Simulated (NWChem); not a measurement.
# AlH2OCl; SMILES [OH][AlH][Cl]

```xyz
5

Al    -0.5793     0.6087     0.0000
H     -2.1439     0.6903     0.0000
Cl     0.4180    -1.2441     0.0000
O      0.3066     2.0498     0.0000
H      1.2591     2.1544     0.0000
```
Atoms are numbered in this order, from 1.

Computed with NWChem. Structure relaxed at the PBE0/def2-SVP level. GIAO values for the isolated, static molecule; σ is the absolute isotropic shielding, δ = σ(reference) − σ with the isolated reference molecule computed at the same levels (1H: tetramethylsilane, 17O: water).

For level PBE0/pcSseg-2:

```
Quantity     Result
-----------  ------
σ Cl3 (ppm)   916.9
δ O4 (ppm)     61.6
δ H5 (ppm)     2.21
```

### Question
Estimate the same quantities for level KT2/pcSseg-1.

### Answer
The σ Cl3 (ppm) comes out as 887.7 and the δ O4 (ppm) is 76.3. The δ H5 (ppm) is 2.76.
